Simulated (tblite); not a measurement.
C7H6FO2P.
Structure used (GFN2-xTB), in Å, numbered top down from 1:
```
atom  x, y, z in Å
C1    -2.954    0.969    0.495
C2    -1.965   -0.101    0.276
C3    -1.653   -1.076   -0.594
F4    -2.152   -1.531   -1.739
P5    -0.552   -1.107    0.829
O6    -0.540   -2.101    1.902
C7     1.035   -0.381    0.461
C8     2.261   -0.648    1.012
C9     3.169    0.200    0.344
C10    2.427    0.912   -0.554
O11    1.136    0.568   -0.490
H12   -3.426    0.846    1.469
H13   -3.715    0.939   -0.282
H14   -2.465    1.944    0.483
H15    2.463   -1.359    1.787
H16    4.224    0.273    0.505
H17    2.701    1.665   -1.267
```

Computed values, GFN2-xTB/tblite, gas phase, harmonic and unscaled. Errors from tens to a few hundred cm⁻¹ against measured bands are possible. One conformer, not necessarily the lowest.

Harmonic wavenumbers (cm⁻¹): 46.9, 65.8, 68.0, 90.9, 172.4, 187.1, 191.9, 235.7, 303.4, 322.5, 340.8, 446.9, 469.7, 583.0, 604.7, 661.1, 674.9, 783.1, 828.3, 853.6, 856.4, 909.3, 931.6, 1010.2, 1027.3, 1069.2, 1083.2, 1116.5, 1193.8, 1215.5, 1227.9, 1293.8, 1364.7, 1381.2, 1422.6, 1446.0, 1456.8, 1540.0, 1744.1, 3003.9, 3017.1, 3022.3, 3163.1, 3184.7, 3193.5.

A = 1599, B = 656.8, C = 590.9 MHz; mass 172.009 u (most abundant isotopes); point group C1, symmetry number 1.

Question: Zero-point energy?

Answer: Half the sum of the wavenumbers: 24903 cm⁻¹ = 297.90 kJ/mol.

Question: Entropy at 298.15 K, 1 bar (ideal gas, RRHO, classical rotation)?

Answer: Translation 173.05, rotation 128.15, vibration 144.16: S = 445.4 J/(mol K).

Question: And Cp and H(298.15 K) − H(0)?

Answer: Cp = 171.26 J/(mol K), of which vibrations give 138.01 (their classical limit is 45 R = 374.2); H(298.15 K) − H(0) = 31.87 kJ/mol without the zero-point energy, 21.96 from vibrations.

Question: What must be added to the electronic energy to get the Gibbs energy at 298.15 K and 1 bar?

Answer: ZPE + [H(298.15 K) − H(0)] − T·S = 297.90 + 31.87 − 132.78 = 196.99 kJ/mol.

Question: Blend soft modes into free rotors: weight 1/[1 + (100 cm⁻¹/ν̃)⁴] for the oscillator and the rest for a rotor with moment μB/(μ + B), μ = h/(8π²ν), B = 10⁻⁴⁴ kg m². What vibrational entropy results?

Answer: 130.25 J/(mol K) in place of 144.16, which changes −T·S at 298.15 K by +4.15 kJ/mol.

Question: How do the functions run with temperature in this model?

Answer: 
```
 T (K)  S (J/(mol K))  Cp (J/(mol K))  H − H(0) (kJ/mol)  G − H(0) (kJ/mol)  ln q(vib)
    50          259.6            61.8               2.26             -10.72       0.71
   100          311.0            88.4               6.04             -25.06       2.28
373.15          487.0           200.4              45.83            -135.89      10.68
   500          551.6           241.6              73.98            -201.84      14.26
   750          660.7           295.2             141.70            -353.85      20.83
  1000          750.4           327.4             219.84            -530.60      26.75
```

q(vib) and H(0) count from the zero-point level.

Question: Which modes carry the vibrational entropy at 298.15 K?

Answer: 46.9 cm⁻¹: 20.69; 65.8 cm⁻¹: 17.89; 68.0 cm⁻¹: 17.62; 90.9 cm⁻¹: 15.23; 172.4 cm⁻¹: 10.08; 187.1 cm⁻¹: 9.44 J/(mol K); the other 39 give 53.22 together.

Hindered rotation and anharmonicity are outside this model. Other conformers, if any are populated, would add a mixing term that is left out. The structure is chiral; the term R ln 2 for an equal mix with its mirror image is left out.
